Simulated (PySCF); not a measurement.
Mg₂Te, triplet: data card

Computed with UPBE0 in PySCF with Te def2-TZVP with ECP28, Mg def2-TZVP; scalar-relativistic core potentials, no spin–orbit coupling; density-fitted integrals.

The structure is a minimum.

```json
{
 "Point group": "C2v",
 "Bond lengths": "Te–Mg 2.654 Å (×2)",
 "Bond angles": "Mg–Te–Mg 90.3°",
 "Enthalpy at 298.15 K above 0 K": "14.39 kJ/mol",
 "Atomisation energy without zero-point energy": "285 kJ/mol",
 "Highest occupied level (α)": "-4.94 eV",
 "Principal quadrupole moments (Buckingham, traceless) about the centre of mass": "-3.47, -2.27, 5.73 D Å",
 "Entropy at 298.15 K and 1 bar (electronic part: spin only)": "321.7 J/(mol K)",
 "Lowest empty level (β)": "-2.74 eV",
 "Dipole moment": "2.30 D",
 "Rotational constants": "0.1374, 0.09927, 0.05763 cm⁻¹",
 "Rotational symmetry number": "2",
 "Zero-point energy": "3.7 kJ/mol",
 "Heat capacity Cp at 298.15 K": "55.8 J/(mol K)",
 "Principal polarisabilities": "129.9, 154.9, 197.5 bohr³",
 "Spin squared ⟨S²⟩": "2.006"
}
```

Harmonic modes (masses in u: Te 129.906, Mg 23.985):
| symmetry | ω (cm⁻¹) | IR (km/mol) | μ (u) | type |
| --- | --- | --- | --- | --- |
| a1 | 60 | 0.0 | 26.60 | bend |
| b2 | 278 | 42.6 | 27.49 | stretch |
| a1 | 284 | 15.4 | 27.30 | stretch |

In C2v the vibrations span 2a1 + b2. Here b1 is antisymmetric to the molecular plane and b2 lies in it.

Charges (e):
```json
{"atom": "Te1", "Mulliken": "-0.55", "Löwdin": "0.06", "polar tensor": "-0.62", "spin (Mulliken)": "0.38", "Mayer order to Te1": "–"}
{"atom": "Mg2,3", "Mulliken": "0.28", "Löwdin": "-0.03", "polar tensor": "0.31", "spin (Mulliken)": "0.81", "Mayer order to Te1": "1.01"}
```

Mulliken populations on Te1 (electrons outside its core potential): s 3.94, p 10.57, d 10.04, f 0.00.

Only a few start shapes were tried, so a lower isomer may exist. With an element this heavy the missing spin–orbit coupling can shift these numbers.

The final relaxation and frequency run took roughly 7 core-minutes on a shared host.
